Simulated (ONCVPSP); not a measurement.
Varying the ONCV potential for Ni

Base potential:

* Element: nickel
* Generator: ONCVPSP 4.0.1
* Type: optimised norm-conserving Vanderbilt (ONCV)
* Functional: PW91
* Relativity: scalar-relativistic
* Frozen core: [Ne]
* Valence charge: 18
* Reference configuration: 3s2 3p6 3d8 4s1 (charge +1)
* Partial waves: 3s+4s: rc 1.50 bohr, ncon 5, nbas 10, qcut 7.8 1/bohr, 2 projectors; 3p: rc 1.20 bohr, ncon 5, nbas 8, qcut 12.3 1/bohr, 2 projectors, debl 1.5 Ha; 3d: rc 1.65 bohr, ncon 4, nbas 9, qcut 10.1 1/bohr, 2 projectors, debl 3.6 Ha; f scattering state at 0.23 Ha: rc 1.40 bohr, ncon 4, nbas 9, qcut 7.8 1/bohr, 1 projector
* Local potential: polynomial inside 1.20 bohr (lpopt 5, dvloc0 4 Ha)
* Core correction: none

In the p channel the program set the typed energies aside and used -2.961, 0.250 Ha.

Cutoffs, loose and tight: the cutoffs (Ha) at which the residual kinetic energy of the hardest occupied pseudo-wave falls to 1 and 0.1 mHa per electron. They do not see the model core or the augmentation charge, which bear on the density cutoff. Test errors are all-electron minus pseudo excitation energies from the reference, over the configurations 3s2 3p6 3d8 4s2; 3s2 3p6 3d8 4s0; 3s2 3p6 3d7 4s0; 3s2 3p6 3d9 4s1. A dash means not determined; rows that change the core or the reference have their own tests.

```tsv
change	outcome	cutoff, loose	cutoff, tight	bound ghosts	GHOST(+) flags above zero	largest test error (meV)
base	generated, projector energies reset by the program	41 Ha	48 Ha	none	none	+72
s: qcut 10.8; p: qcut 17; d: qcut 14; f: qcut 10.8	generated, projector energies reset by the program	67 Ha	87 Ha	none	none	+34
local potential polynomial inside 0.85 bohr (lpopt 5, dvloc0 4 Ha)	generated, projector energies reset by the program	41 Ha	48 Ha	none	none	+72
functional PBE	generated, projector energies reset by the program	41 Ha	48 Ha	none	none	+67
s: qcut 6.1	generated, projector energies reset by the program	41 Ha	48 Ha	none	none	+71
d: qcut 8.2	generated, projector energies reset by the program	41 Ha	58 Ha	none	none	+114
s: rc 1.42	generated, projector energies reset by the program	41 Ha	48 Ha	none	none	+72
```
